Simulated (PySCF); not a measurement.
## Ar²⁺: excitation energy

Ar²⁺ [Ne] 3s2 3p4 (3P) → Ar²⁺ [Ne] 3s1 3p5 (3P), as a difference of total energies. Computed with PySCF 2.14 in def2-QZVPPD (10s7p5d2f1g, 79 functions), with the non-relativistic Hamiltonian (point nucleus). Correlated levels: valence and next inner shell: 1s2 frozen. The calculations carry no spin-orbit coupling.

```
                                method  excitation energy (eV)
                                   UHF                  17.048
    MP2 (valence and next inner shell)                  15.471
SCS-MP2 (valence and next inner shell)                  15.283
   CCSD (valence and next inner shell)                  14.523
CCSD(T) (valence and next inner shell)                  14.028
```

Question: How much does correlation contribute at CCSD(T) (valence and next inner shell)?

Answer: 14.028 − (17.048) = -3.020 eV, measured against UHF.

The coupled-cluster amplitudes are large for the upper state (T1 above 0.03 or a double amplitude above 0.15), so a single reference is strained.
